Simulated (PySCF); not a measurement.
C₃H₃N₂, SMILES [c]1ccn[nH]1, multiplicity 2.

The structure is a stationary point at B3LYP-D3(BJ)/def2-SVP. The isomer is the one that the SMILES or the coordinates give; other isomers of the formula were not compared.

Two levels are set side by side: PBE/def2-TZVP (PySCF) and ωB97X/def2-TZVP (PySCF). Same geometry, gas phase. Differences are taken from unrounded values.

```
quantity                     ωB97X   PBE  PBE minus ωB97X
---------------------------  -----  ----  ---------------
α-spin orbital gap (eV)      12.22  5.58            -6.64
β-spin orbital gap (eV)       8.13  1.70            -6.43
dipole moment (D)             1.35  1.10            -0.24
mean polarisability (bohr³)   43.9  46.0              2.1
```

Loosely held outer electrons make PBE densities more polarisable. Differences between two approximate levels are no errors against the true value.

Rough cost on one machine, each run with all the roots and properties that it gave: ωB97X against PBE about 1/2.
